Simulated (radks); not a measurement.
Valence configurations of the cerium ion Ce+ (all share [Xe]). All-electron calculation, non-relativistic Kohn-Sham, BLYP, spin-polarised, spherical densities, point nucleus; open shells are filled with parallel spins first (spin-orbit coupling, left out, can overturn this in heavy ions); relativity is left out, which matters for an element this heavy. Program: a radial shooting solver on a logarithmic mesh with Libxc functionals. Energies are relative to 4f1 5d2; eigenvalues in eV for spin up.

| valence | E (eV) | moment (Bohr magnetons) | e(4f) | e(5d) | e(6p) | e(6s) |
|---|---|---|---|---|---|---|
| 4f1 5d2 | 0.000 | 3 | -12.384 | -7.743 | - | - |
| 4f1 5d1 6s1 | 0.674 | 3 | -14.817 | -9.299 | - | -8.358 |
| 4f3 | -1.472 | 3 | -3.245 | - | - | - |
| 4f1 6p2 | 7.837 | 3 | -19.119 | - | -7.197 | - |
| 4f0.5 5d2 6s0.5 | 3.402 | 3 | -16.666 | -9.180 | - | -8.060 |
| 4f2 5d1 | -2.490 | 3 | -7.010 | -6.500 | - | - |
| 4f1 5d1 6p1 | 3.408 | 3 | -15.720 | -10.000 | -6.090 | - |
| 4f2 6p1 | -0.113 | 3 | -10.044 | - | -5.789 | - |
| 5d3 | 7.071 | 3 | - | -8.969 | - | - |
| 5d2 6s1 | 8.663 | 3 | - | -10.698 | - | -8.774 |

NIST lists [Xe] 4f1 5d2 as the ground configuration; this level of theory puts 4f2 5d1 lower, by 2.490 eV. The energies are those of spherical high-spin densities, not of single terms. Relativity is left out, which favours d and f over s occupation in heavy atoms.
